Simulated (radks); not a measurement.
Task: Coherent X-ray form factor from a spherical all-electron density. Calculated with a radial shooting solver on a logarithmic mesh with Libxc functionals: scalar-relativistic Kohn-Sham, exchange-only LDA, spin-polarised, spherical densities, finite nucleus; Fermi nuclear charge, rms radius of each element as measured or else 0.836 A^(1/3) + 0.57 fm.

| sin(theta)/lambda (1/angstrom) | f0 (electrons) |
|---|---|
| 0.05 | 78.895 |
| 0.1 | 75.995 |
| 0.15 | 72.134 |
| 0.2 | 67.991 |
| 0.25 | 63.926 |
| 0.3 | 60.093 |
| 0.4 | 53.285 |
| 0.5 | 47.583 |
| 0.6 | 42.794 |
| 0.8 | 35.106 |
| 1 | 29.050 |
| 1.25 | 23.255 |
| 1.5 | 19.255 |
| 2 | 14.878 |

The species is in the configuration that NIST lists as its ground one. Which atom or ion scatters so?

Result: Neutral mercury, [Hg]. Extrapolating in s^2 from the first two rows gives f0(0) = 79.9, near the electron count 80; among species with that count, the fall with angle is slower the higher Z, and the table is that of Z = 80; from so few rows the species is fixed only to a neighbour or two.
